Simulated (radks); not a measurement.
Q: Species: Mn III. Configuration: [Ar] 3d5 (the NIST ground configuration). Calculated with a radial shooting solver on a logarithmic mesh with Libxc functionals: Dirac Kohn-Sham, PBE, spin-unpolarised, spherical densities, finite nucleus; open shells fill j = l - 1/2 first; Fermi nuclear charge, rms radius 3.7057 fm. Some entries of the table are withheld. Estimate them.

orbital,occ.,eigenvalue (hartree),<1/r> (bohr^-1),r(max) (bohr)
1s1/2,2,-236.8921,24.93,0.03987
2s1/2,2,-27.97545,5.324,0.2325
2p1/2,2,-24.05307,(1),0.1867
2p3/2,4,-23.66966,(2),0.1891
3s1/2,2,-3.80861,1.662,(3)
3p1/2,2,-2.69088,(4),0.7482
3p3/2,4,-2.64434,(5),0.7553
3d3/2,4,-0.89510,(6),(7)
3d5/2,1,-0.89057,(8),(9)

A: 
(1) 2p1/2 <1/r> (bohr^-1): 5.266
(2) 2p3/2 <1/r> (bohr^-1): 5.180
(3) 3s1/2 r(max) (bohr): 0.7367
(4) 3p1/2 <1/r> (bohr^-1): 1.534
(5) 3p3/2 <1/r> (bohr^-1): 1.515
(6) 3d3/2 <1/r> (bohr^-1): 1.163
(7) 3d3/2 r(max) (bohr): 0.7608
(8) 3d5/2 <1/r> (bohr^-1): 1.158
(9) 3d5/2 r(max) (bohr): 0.7633
